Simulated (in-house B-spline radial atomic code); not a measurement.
Configurations of O5+, with energies counted from [He] 2s1. Method: Dirac-Hartree-Fock, average of configuration, Fermi nucleus of rms radius 2.6991 fm. Calculated with an all-electron radial atomic-structure program (B-spline basis). Energies include first-order Breit, QED and recoil terms.

```csv
configuration,E - E(ref) (eV),highest orbital,its <r> (bohr)
[He] 3s1,79.252,3s1/2,2.089
[He] (3p3/2)1,82.53,3p3/2,2.041
[He] (3d5/2)1,83.529,3d5/2,1.748
[He] 4s1,105.6,4s1/2,3.784
[He] (5p1/2)1,118.16,5p1/2,6.011
[He] (5f7/2)1,118.39,5f7/2,5.25
[He] (6d3/2)1,124.37,6d3/2,8.495
```

(1) Order these further configurations by energy, lowest first.
A. [He] (4d3/2)1
B. [He] (6g9/2)1
C. [He] 5s1
D. [He] (6p3/2)1
E. [He] (4f7/2)1

(2) How far above the reference does [He] 6s1 lie?

(3) How far above the reference does [He] (5d5/2)1 lie?

(4) How far above the reference does [He] (6f7/2)1 lie?

Answers

(1) A (107.35 eV), E (107.37 eV), C (117.49 eV), D (124.25 eV), B (124.37 eV).

(2) 123.86 eV; its least bound orbital is 6s1/2 with <r> = 8.674 bohr.

(3) 118.38 eV; its least bound orbital is 5d5/2 with <r> = 5.746 bohr.

(4) 124.37 eV; its least bound orbital is 6f7/2 with <r> = 7.999 bohr.
